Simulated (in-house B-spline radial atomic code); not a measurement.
The numbers below are computed, except where a source is named.
# Br ion on As atom: potential, deflection and energy transfer

The pair potential comes from two frozen, spherical free-atom densities (PBE, B-spline radial code, scalar-relativistic past argon): electrostatics plus the change in Thomas-Fermi kinetic and Dirac exchange energy where they overlap, the recipe behind the universal ZBL potential, which averages such potentials (from solid-state densities) over many pairs. It is written V = (Z1 Z2 e²/r) φ(r/a), with e² = 14.3996 eV·Å and a = 0.46850 Å/(Z1^0.23 + Z2^0.23); ZBL's fit is φ = 0.18175 e^(−3.1998x) + 0.50986 e^(−0.94229x) + 0.28022 e^(−0.4029x) + 0.02817 e^(−0.20162x). Where φ falls below 4e-4 it is continued as an exponential.

Masses 79.9 and 74.92 u.

| x = r/a | φ, this pair | φ, ZBL |
| --- | --- | --- |
| 0.1 | 0.8919 | 0.8928 |
| 0.5 | 0.6208 | 0.6096 |
| 1.5 | 0.3088 | 0.2995 |
| 3 | 0.1329 | 0.1292 |
| 5 | 0.05251 | 0.05224 |
| 8 | 0.01621 | 0.01705 |
| 12 | 0.004909 | 0.00474 |
| 17 | 0.001211 | 0.001212 |

**Question.** At x = 2 the electrostatic, kinetic and exchange parts are 8358.68, 10371.81 and -440.08 eV. Find r, V and φ.

**Answer.** a = 0.46850/(2.2654 + 2.2349) = 0.10411 Å, so r = 0.20821 Å. V = 8358.68 + 10371.81 + (-440.08) = 18290.41 eV. The bare repulsion is 35 × 33 × 14.3996/0.20821 = 79878 eV, so φ = 0.2290, +3.3 % against ZBL's 0.2218. The kinetic (Pauli) term is 57 % of V here.

**Question.** The ion comes in at 3.301 keV with impact parameter 0.5205 Å. The scattering integral gives a centre-of-mass angle of 53.22° and a closest approach of 6.564 a. What are the reduced energy, the energy passed on and the laboratory angles?

**Answer.** ε = E a M2/(Z1 Z2 e² (M1 + M2)) = 3301 × 3.0291e-06 = 0.01. The most that one collision can pass on is γE with γ = 4 M1 M2/(M1 + M2)² = 0.9990. Here T = γE sin²(θ/2) = 0.9990 × 3301 × 0.2007 = 661.8 eV. The ion turns by arctan(sin θ/(cos θ + M1/M2)) = 25.7°, and the struck atom leaves at (180° − θ)/2 = 63.4°. The closest approach is 0.683 Å. With ZBL the angle would be 53.59° and T = 670.2 eV.
